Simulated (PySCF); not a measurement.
Gas-phase reaction: 3 HCl + 3 SnHCl → 2 SnHCl₃ + SnH₄

Method: PySCF energies (xtb for GFN2) plus ideal-gas RRHO corrections (1 bar). † marks an energy on the PBE0/def2-TZVP geometry and frequencies; other levels use their own. MP2 freezes the core. All species are closed-shell singlets. Sn: scalar-relativistic def2 core potential, no spin-orbit coupling. SnHCl, SnHCl₃: computed as isolated molecules; such fragments, hydroxides, amides, oligomers or adducts are transient or little studied in the gas. MP2 isn't extrapolated to the basis-set limit; its ΔH°(298 K) is -366.6 kJ in def2-SVP and -328.1 kJ in def2-TZVPP. The harmonic model lacks anharmonicity and excited electronic states, which grow with temperature; levels with a mode under 35 cm⁻¹ are left out. Soft modes under 120 cm⁻¹ make the harmonic entropy rough for SnHCl₃.

```json
[
 {"level": "GFN2-xTB", "ΔE electronic, kJ": "45", "ΔH°(298 K), kJ": "62", "ΔS°(298 K), J/K": "-447", "ΔG°(1200 K), kJ": "583"},
 {"level": "HF/def2-TZVP†", "ΔE electronic, kJ": "-321", "ΔH°(298 K), kJ": "-310", "ΔS°(298 K), J/K": "-462", "ΔG°(1200 K), kJ": "229"},
 {"level": "M06-2X/def2-TZVP†", "ΔE electronic, kJ": "-362", "ΔH°(298 K), kJ": "-351", "ΔS°(298 K), J/K": "-462", "ΔG°(1200 K), kJ": "189"},
 {"level": "MP2/def2-SVP†", "ΔE electronic, kJ": "-378", "ΔH°(298 K), kJ": "-367", "ΔS°(298 K), J/K": "-462", "ΔG°(1200 K), kJ": "173"},
 {"level": "MP2/def2-TZVPP†", "ΔE electronic, kJ": "-339", "ΔH°(298 K), kJ": "-328", "ΔS°(298 K), J/K": "-462", "ΔG°(1200 K), kJ": "211"},
 {"level": "PBE/def2-TZVP†", "ΔE electronic, kJ": "-283", "ΔH°(298 K), kJ": "-272", "ΔS°(298 K), J/K": "-462", "ΔG°(1200 K), kJ": "267"},
 {"level": "PBE0/def2-QZVP†", "ΔE electronic, kJ": "-319", "ΔH°(298 K), kJ": "-308", "ΔS°(298 K), J/K": "-462", "ΔG°(1200 K), kJ": "231"},
 {"level": "r2SCAN/def2-TZVP†", "ΔE electronic, kJ": "-351", "ΔH°(298 K), kJ": "-339", "ΔS°(298 K), J/K": "-462", "ΔG°(1200 K), kJ": "200"},
 {"level": "ωB97X-V/def2-TZVP†", "ΔE electronic, kJ": "-370", "ΔH°(298 K), kJ": "-359", "ΔS°(298 K), J/K": "-462", "ΔG°(1200 K), kJ": "180"}
]
```
ΔH° is lowest at MP2/def2-SVP† and highest at GFN2-xTB. No reference value is set beside these.
